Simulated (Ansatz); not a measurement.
Harmonic frequencies (cm⁻¹) at PBE0-D4/def2-TZVP from Ansatz: 75, 77, 159, 222, 249, 433, 462, 735, 937, 1327, 1619, 3049.

Each molecule was computed in one conformer, which needn't be the lowest.

Problem. Which molecule is it?
A. `O=C[Se][Zn][Cl]`
B. `C1OCO1`
C. `[SbH2][I]`
D. `[OH][SbH2]`

Solution. A.
